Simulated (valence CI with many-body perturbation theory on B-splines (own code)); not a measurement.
**Level structure of Bi⁶⁹⁺**

Calculated by relativistic CI+MBPT: four valence electrons over a frozen Dirac-Fock core [Ne], a basis of 11 s, 11 p, 10 d, 8 f, 5 g, 2 h functions for each j, with the one-electron correlation potential Σ1, the two-electron term Σ2, the three-electron term Σ3, Breit, model QED; selected CI, second order for the rest, scaled by the run's own slope (own B-spline code, finite nucleus).

The last digits are not significant, and no measured levels were compared; by estimate large intervals hold to a few tenths of a per cent, small ones and those within an open d or f shell to about a per cent. Among the levels kept, up to 580 cm⁻¹ of a level comes from second order outside the variational space, and about a tenth of that is noise between levels of different J, which matters for small intervals.

Levels 136 to 164 of 164, with energies above the lowest level, (3s^2 3p1/2^2) J=0. "Leading %" is the weight of the configuration and term that name the level; weights of strongly mixed levels are sums over their largest components and can fall short. In the jj column 3d3/2^4 stands for four electrons in 3d with j = 3/2. Lifetimes count E1, E2, E3, M1 and M2 decay at the calculated energies, and are blank where another channel may lead or the interval is too uncertain; long ones can be off by a factor of two.

| No. | Configuration | Term | J | E (eV) | Leading % | Lifetime | g | Leading jj |
| --- | --- | --- | --- | --- | --- | --- | --- | --- |
| 136 | 3p²3d² | ³F | 4 | 2492.1 | 31 | 1.07 ps | 1.172 | 3p1/2^2 3d5/2^2 (98 %) |
| 137 | 3s3p²3d | ³D | 3 | 2497.3 | 75 | 142 fs | 1.291 | 3s 3p3/2^2 3d5/2 (99 %) |
| 138 | 3s3p²3d | ³D | 2 | 2498.8 | 30 | 282 fs | 1.285 | 3s 3p3/2^2 3d5/2 (93 %) |
| 139 | 3s3p²3d | ³F | 4 | 2501.2 | 61 | 92.2 fs | 1.171 | 3s 3p3/2^2 3d5/2 (99 %) |
| 140 | 3p²3d² | ³P | 2 | 2504.1 | 21 | 863 fs | 1.199 | 3p1/2^2 3d5/2^2 (95 %) |
| 141 | 3s3p²3d | ³D | 3 | 2513.6 | 51 | 107 fs | 1.253 | 3s 3p3/2^2 3d5/2 (98 %) |
| 142 | 3s3p²3d | ¹D | 2 | 2514.4 | 45 | 162 fs | 1.084 | 3s 3p3/2^2 3d5/2 (98 %) |
| 143 | 3s3p²3d | ¹P | 1 | 2529.5 | 35 | 93.6 fs | 1.060 | 3s 3p3/2^2 3d5/2 (97 %) |
| 144 | 3p³3d | ³F° | 2 | 2530.7 | 41 | 133 fs | 0.989 | 3p1/2 3p3/2^2 3d3/2 (86 %) |
| 145 | 3p²3d² | ³P | 0 | 2534.9 | 61 | 799 fs |  | 3p1/2^2 3d5/2^2 (98 %) |
| 146 | 3p³3d | ⁵D° | 1 | 2536.4 | 40 | 109 fs | 0.997 | 3p1/2 3p3/2^2 3d3/2 (93 %) |
| 147 | 3p³3d | ⁵D° | 0 | 2542.7 | 50 | 112 fs |  | 3p1/2 3p3/2^2 3d3/2 (93 %) |
| 148 | 3s3p²3d | ¹D | 2 | 2543.9 | 36 | 84.3 fs | 1.112 | 3s 3p3/2^2 3d5/2 (96 %) |
| 149 | 3p³3d | ³F° | 3 | 2545.5 | 33 | 109 fs | 1.055 | 3p1/2 3p3/2^2 3d3/2 (92 %) |
| 150 | 3p³3d | ³G° | 4 | 2549.4 | 44 | 125 fs | 1.040 | 3p1/2 3p3/2^2 3d3/2 (89 %) |
| 151 | 3p³3d | ⁵D° | 2 | 2565.9 | 21 | 93.7 fs | 1.106 | 3p1/2 3p3/2^2 3d3/2 (77 %) |
| 152 | 3p³3d | ³P° | 1 | 2570.0 | 20 | 96.9 fs | 1.271 | 3s 3p3/2 3d3/2^2 (50 %) |
| 153 | 3p³3d | ³F° | 2 | 2573.5 | 43 | 118 fs | 0.922 | 3p1/2 3p3/2^2 3d3/2 (71 %) |
| 154 | 3p³3d | ³D° | 3 | 2574.7 | 18 | 101 fs | 1.140 | 3p1/2 3p3/2^2 3d3/2 (69 %) |
| 155 | 3s3p3d² | ⁵D° | 0 | 2591.0 | 73 | 86.1 fs |  | 3s 3p3/2 3d3/2^2 (93 %) |
| 156 | 3p³3d | ³S° | 1 | 2596.0 | 14 | 83.8 fs | 1.063 | 3p1/2 3p3/2^2 3d3/2 (58 %) |
| 157 | 3s3p3d² | ⁵F° | 3 | 2598.1 | 21 | 81.1 fs | 1.104 | 3s 3p3/2 3d3/2^2 (81 %) |
| 158 | 3s3p3d² | ⁵F° | 2 | 2601.0 | 23 | 73.1 fs | 1.142 | 3s 3p3/2 3d3/2^2 (62 %) |
| 159 | 3s3p3d² | ³F° | 4 | 2603.8 | 27 | 89.7 fs | 1.159 | 3s 3p3/2 3d3/2^2 (87 %) |
| 160 | 3p³3d | ³D° | 1 | 2605.1 | 23 | 65.7 fs | 1.025 | 3p1/2 3p3/2^2 3d3/2 (63 %) |
| 161 | 3s3p3d² | ³P° | 2 | 2629.1 | 30 | 73.6 fs | 1.534 | 3s 3p3/2 3d3/2^2 (82 %) |
| 162 | 3s3p3d² | ³D° | 1 | 2641.7 | 39 | 54.2 fs | 0.814 | 3s 3p3/2 3d3/2^2 (81 %) |
| 163 | 3s3p3d² | ³F° | 2 | 2645.2 | 44 | 52.2 fs | 0.873 | 3s 3p3/2 3d3/2^2 (87 %) |
| 164 | 3s3p3d² | ³G° | 3 | 2650.6 | 43 | 50.5 fs | 0.955 | 3s 3p3/2 3d3/2^2 (81 %) |
